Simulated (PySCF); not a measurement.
# Low-lying terms of Se²⁴⁺ (selenium, charge +24)

Ground state [Ne], ¹S. All numbers are calculated (PySCF 2.14, scalar relativity by spin-free X2C-1e, in an uncontracted even-tempered set (19 s from 1.04 bohr⁻², ratio 2.5; 12 p from 1.36 bohr⁻², ratio 2.5; 7 d from 0.753 bohr⁻², ratio 2.7; 3 f from 60 bohr⁻², ratio 2.7)). Vertical excitation energies in eV without spin-orbit coupling; excited terms of each kind are numbered among those the solver found. Frozen: 1s2.

```json
{"term": "1 3P°", "leading excitation": "2p → s", "EOM-EE-CCSD": "1450.3"}
{"term": "1 1P°", "leading excitation": "2p → s", "EOM-EE-CCSD": "1454.9"}
{"term": "1 3S", "leading excitation": "2p → p", "EOM-EE-CCSD": "1497.7"}
{"term": "1 3D", "leading excitation": "2p → p", "EOM-EE-CCSD": "1505.7"}
{"term": "1 1D", "leading excitation": "2p → p", "EOM-EE-CCSD": "1509.5"}
{"term": "1 1P", "leading excitation": "2p → p", "EOM-EE-CCSD": "1510.1"}
{"term": "1 3P", "leading excitation": "2p → p", "EOM-EE-CCSD": "1510.3"}
{"term": "1 1S", "leading excitation": "2p → p", "EOM-EE-CCSD": "1539.9"}
{"term": "2 3P°", "leading excitation": "2p → d", "EOM-EE-CCSD": "1570.0"}
{"term": "1 3F°", "leading excitation": "2p → d", "EOM-EE-CCSD": "1573.9"}
{"term": "1 1F°", "leading excitation": "2p → d", "EOM-EE-CCSD": "1578.3"}
{"term": "1 1D°", "leading excitation": "2p → d", "EOM-EE-CCSD": "1579.7"}
{"term": "2 3S", "leading excitation": "2s → s", "EOM-EE-CCSD": "1650.6"}
{"term": "2 1S", "leading excitation": "2s → s", "EOM-EE-CCSD": "1659.7"}
```

The spin-orbit splitting of the hole, absent here, rivals or exceeds the spacing of these terms, so the LS terms are model states.

The solver can miss terms. The 22 highest virtual orbitals were dropped.
